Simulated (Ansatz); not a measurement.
Cl$_{2}$NbO (SMILES [O]=[Nb]([Cl])[Cl]), doublet, at a GFN2-xTB geometry (such geometries of metal compounds can be far from the true shape) (the multiplicity is a formal guess) (core potentials on Nb); Ansatz (a quantum-chemistry and plane-wave program) with HF/def2-SV(P).

Input for Ansatz:
Ansatz 0.2 input:
```yaml
crystal:
  periodic: [false, false, false]
  atoms:
    - {symbol: Nb, position_ang: [0.25310474, -0.11572871, -0.06124774]}
    - {symbol: O, position_ang: [1.74032183, -0.79573852, -0.42113304]}
    - {symbol: Cl, position_ang: [-0.64095868, -0.42176190, 1.89208849]}
    - {symbol: Cl, position_ang: [-0.78844539, 1.07533749, -1.54619311]}
basis:
  gaussian:
    orbitals: def2-SV_P_.json
hamiltonian:
  xc: hf
magnetization: {spin_polarized: true, initial_magnetization: 1}
```
The basis file holds def2-SV(P) in the JSON format of the Basis Set Exchange.

Output, abridged:

```
Functional definition: HF
760 factors; integrals over basis functions are off by at most 5.3e-4 eV
mean field evaluation 1: about -28563.3802 eV, gradient 4.0e1 eV
mean field evaluation 2: about -28563.4814 eV, gradient 4.0e1 eV
mean field evaluation 4: about -28571.2944 eV, gradient 3.3e0 eV
mean field evaluation 8: about -28571.5495 eV, gradient 5.3e-1 eV
mean field evaluation 16: about -28571.5709 eV, gradient 1.1e-5 eV
mean field evaluation 32: about -28567.6885 eV, gradient 3.7e0 eV
mean field evaluation 64: about -28570.9142 eV, gradient 5.4e-1 eV
mean field evaluation 96: about -28563.3750 eV, gradient 4.0e1 eV
mean field evaluation 128: about -28566.2963 eV, gradient 5.8e-1 eV
mean field evaluation 160: about -28557.7717 eV, gradient 9.3e0 eV
mean field -28571.57085227 eV, -1049.9858623148 hartree, gradient 1.8e-5 eV, S^2 0.790251; 5 other end points of the search recorded, 0 dependent functions left out
reference -28571.57085227 eV, -1049.9858623148 hartree; 28, 27 occupied and 46, 47 virtual orbitals, 760 factors
Total energy: -28571.57085227 eV, -1049.9858623148 hartree
```
